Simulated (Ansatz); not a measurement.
Compare A (`CC[C@@H]1CCC[C@H]1C`) with its isomer B (`CCC1CCCCC1`).

Computed with Ansatz on PBE0-D4/def2-TZVP structures; ΔE is electronic, products minus reactants. CCSD(T)/CBS adds triple-zeta CCSD(T) − MP2 to the extrapolated MP2 energy (def2 sets, frozen cores). Functionals use def2-TZVPP. B3LYP here is the variant with VWN-RPA as its local correlation; programs differ in this. Each species was taken in one conformer, which may not be the lowest.

A:

```xyz
24

C     0.553    0.169    2.804
C    -0.419   -0.128    1.674
C     0.216   -0.076    0.296
C     0.771    1.301   -0.090
C     0.730    1.363   -1.631
C     0.058    0.059   -2.078
C    -0.727   -0.417   -0.860
C    -1.155   -1.869   -0.931
H     0.970    1.176    2.719
H     1.390   -0.536    2.796
H     0.067    0.094    3.779
H    -1.249    0.589    1.704
H    -0.863   -1.117    1.833
H     1.039   -0.806    0.267
H     1.774    1.468    0.307
H     0.132    2.079    0.340
H     0.151    2.228   -1.963
H     1.726    1.472   -2.065
H     0.815   -0.696   -2.322
H    -0.567    0.181   -2.967
H    -1.621    0.215   -0.755
H    -0.281   -2.523   -1.013
H    -1.717   -2.172   -0.044
H    -1.791   -2.054   -1.801
```

B:

```xyz
24

C     0.897    1.314    2.555
C     0.329    1.594    1.173
C    -0.192    0.365    0.438
C    -0.904    0.765   -0.851
C    -1.438   -0.437   -1.617
C    -0.333   -1.441   -1.910
C     0.379   -1.856   -0.631
C     0.906   -0.650    0.133
H     0.160    0.814    3.188
H     1.189    2.240    3.055
H     1.783    0.676    2.511
H    -0.490    2.316    1.263
H     1.092    2.079    0.551
H    -0.931   -0.129    1.088
H    -1.718    1.461   -0.622
H    -0.196    1.314   -1.486
H    -1.915   -0.112   -2.546
H    -2.219   -0.926   -1.021
H    -0.739   -2.317   -2.423
H     0.394   -0.986   -2.595
H     1.198   -2.546   -0.857
H    -0.323   -2.407    0.008
H     1.388   -0.979    1.058
H     1.684   -0.153   -0.464
```

(1) Which isomer does CCSD(T)/CBS put lower? Give the gap. (Estimate.)

(2) Give E(B) − E(A) in kJ/mol with HF/def2-TZVPP, r2SCAN-D4, PBE0-D4, PBE-D4, B3LYP, CCSD/def2-TZVPP, CCSD(T)/def2-TZVPP. (An estimate is asked.)

Largest T1 diagnostic: 0.009.

## Answers

(1) Computed: B, by 17.5 kJ/mol.

(2) Ansatz gave: HF/def2-TZVPP -19.4, r2SCAN-D4 -18.3, PBE0-D4 -17.8, PBE-D4 -16.4, B3LYP -17.3, CCSD/def2-TZVPP -17.6, CCSD(T)/def2-TZVPP -16.8. None reverses the order clearly.
